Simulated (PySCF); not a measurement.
Working out the ionisation energy of Ge²⁰⁺

Ge²⁰⁺ [Ne] 3s2 (1S) → Ge²¹⁺ [Ne] 3s1 (2S). Computed with PySCF 2.14 in an even-tempered Gaussian basis (18 s from 2.1 bohr⁻², ratio 2.5; 11 p from 2.7 bohr⁻², ratio 2.5; 5 d from 10 bohr⁻², ratio 2.7; 4 f from 16 bohr⁻², ratio 2.7), with the spin-free X2C one-electron Hamiltonian (Gaussian nucleus). Frozen: 1s2; the 19 highest virtual orbitals dropped. Energies in hartree (1 hartree = 27.21139 eV):

```csv
part,Ge²⁰⁺ (lower),Ge²¹⁺ (upper)
UHF,-1866.607545,-1836.008347
MP2 opposite-spin,-0.319814,-0.231901
MP2 same-spin,-0.095552,-0.085754
```

Q: What does Hartree-Fock give?

A: (-1836.008347) − (-1866.607545) = 30.599198 hartree = 832.647 eV.

Q: What do MP2 and SCS-MP2 (6/5 opposite-spin, 1/3 same-spin) give?

A: The opposite-spin parts differ by 2.392 eV and the same-spin parts by 0.267 eV. MP2: 832.647 + (2.392) + (0.267) = 835.306 eV. SCS-MP2: 832.647 + 1.2 × (2.392) + (0.267)/3 = 835.606 eV.

Reference: 837.1 ± 1 eV (semi-empirical (NIST evaluation); NIST Atomic Spectra Database, ionization energies).

What remains against the reference includes basis incompleteness, the frozen core and correlation beyond second order.
